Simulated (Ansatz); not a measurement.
The first iterations of a band of C3H9AsO (14 atoms, charge 0, multiplicity 1).

The calculation used RKS PBE0-D4/def2-SVP in Ansatz.

```json
{
 "movable images": "5",
 "climbing image": "yes",
 "spring": "5.0 eV/Å²",
 "optimiser": "quadratic models (default)",
 "start path": "IDPP",
 "force threshold": "0.03 eV/Å",
 "iteration limit": "60",
 "end points": "relaxed"
}
```

First end point:

```xyz
14
Properties=species:S:1:pos:R:3
C -0.975 1.082 0.357
C -0.267 -0.209 -0.032
C 1.101 -0.317 0.623
O -1.063 -1.331 0.294
As -0.197 -0.315 -2.036
H -1.094 1.127 1.455
H -0.406 1.973 0.050
H -1.977 1.130 -0.095
H 0.992 -0.287 1.723
H 1.764 0.511 0.332
H 1.585 -1.267 0.355
H -1.188 -1.335 1.252
H 0.938 0.699 -2.183
H 0.776 -1.489 -2.065
```

Last end point:

```xyz
14
Properties=species:S:1:pos:R:3
C -0.737 1.207 0.352
C -0.080 -0.111 -0.041
C 1.196 -0.354 0.755
O -0.980 -1.182 0.125
As 0.394 -0.028 -1.989
H -0.989 1.192 1.428
H -0.075 2.069 0.178
H -1.671 1.360 -0.210
H 0.963 -0.386 1.835
H 1.940 0.443 0.601
H 1.650 -1.318 0.481
H -1.209 -1.224 1.063
H -1.051 -0.168 -2.451
H 0.638 -1.528 -2.098
```

| iteration | highest image above the first end (eV) | largest band force component (eV/Å) |
| --- | --- | --- |
| 1 | 2.117 | 1.848 |
| 2 | 1.871 | 1.009 |

Does the band converge within its limit, and where does its top end?

The forces met the threshold. It ended after 7 iterations with the highest image 1.809 eV above the first end. Neighbouring images differ by up to 1.5 eV, so the band resolves the path poorly. A vibrational analysis at the climbing image gives one clearly imaginary mode, 949i cm⁻¹: a first-order saddle point.

The run took 3.5 min on 2 threads of Arm Neoverse V1 (shared host), peak memory 0.4 GiB.
